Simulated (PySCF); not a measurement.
**[CuI4]2-: bond length varied**

[CuI4]2-: Cu(II) (d9), charge -2. The structure is a model geometry with rigid ligands and bond lengths from ionic radii, not a minimum; coordination tetrahedral, point group Td, metal–donor distances 2.67 Å.

The d shell alone is too small an active space for [CuI4]2- (Cu(II) with such soft donors has much ligand-hole, Cu(I)-like character): its levels, fitted parameters, g values and moments show what this model gives and aren't sound predictions.

```
5

Cu    0.0000    0.0000    0.0000
I     1.5415    1.5415    1.5415
I    -1.5415   -1.5415    1.5415
I    -1.5415    1.5415   -1.5415
I     1.5415   -1.5415   -1.5415
```

Method (PySCF 2.14, density fitting): CASSCF(9,5) with orbitals averaged over all microstates of the shell, strongly contracted NEVPT2 on the averaged canonical orbitals; basis x2c-TZVPall on the metal, x2c-SVPall elsewhere; spin-free X2C; IEF-PCM water; spin-orbit coupling by state interaction with the mean-field operator over all roots.

All metal–ligand distances are scaled together.

| bond length | group | ground | next state (NEVPT2) / cm⁻¹ | orbital energies above the lowest (NEVPT2 fit) / cm⁻¹ | μeff(300 K) / μB |
| --- | --- | --- | --- | --- | --- |
| 2.456 Å | Td | 2T2 | 2E 4622 | 0 0 4622 4622 4622 | 2.52 |
| 2.563 Å | Td | 2T2 | 2E 3525 | 0 0 3525 3525 3525 | 2.61 |
| 2.670 Å | Td | 2T2 | 2E 2753 | 0 0 2753 2753 2753 | 2.69 |
| 2.777 Å | Td | 2T2 | 2E 2188 | 0 0 2188 2188 2188 | 2.79 |
| 2.884 Å | Td | 2T2 | 2E 1737 | 0 0 1737 1737 1737 | 2.90 |

(1) With what power of the bond length does 10Dq, as fitted to the states, fall?

At 2.456 Å, 2.563 Å, 2.670 Å, 2.777 Å, 2.884 Å the ground state is orbitally degenerate, so the regular structure would distort there (Jahn–Teller).

Ligand-hole states mix strongly into such Cu(II) halides; the d shell alone makes them too ionic, overstates g shifts and moments and can put the wrong state lowest.

Results:

(1) A log–log fit of these points gives 10Dq ∝ R^−6.1; a point-charge model has R^−5 (correlation -1.000).
